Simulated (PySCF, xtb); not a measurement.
CH3AlCl2S, SMILES [Al]([Cl])([Cl])[S]C. Other conformers were not sampled.

Harmonic wavenumbers (cm⁻¹) from GFN2-xTB (xtb) at its own minimum, in rising order: 61, 95, 97, 117, 188, 194, 365, 563, 630, 703, 938, 950, 1313, 1435, 1450, 3026, 3048, 3050.

Task: What does PBE-D3(BJ)/def2-SVP (PySCF) give at its own minimum? (The exact figures need the calculation; the answer reports its results.)

Result: 46, 76, 109, 139, 181, 208, 360, 587, 605, 684, 933, 947, 1285, 1403, 1405, 2991, 3104, 3107. Paired by order, the mean absolute difference is 24 cm⁻¹ and the zero-point energies are 26.1 and 26.0 kcal/mol.
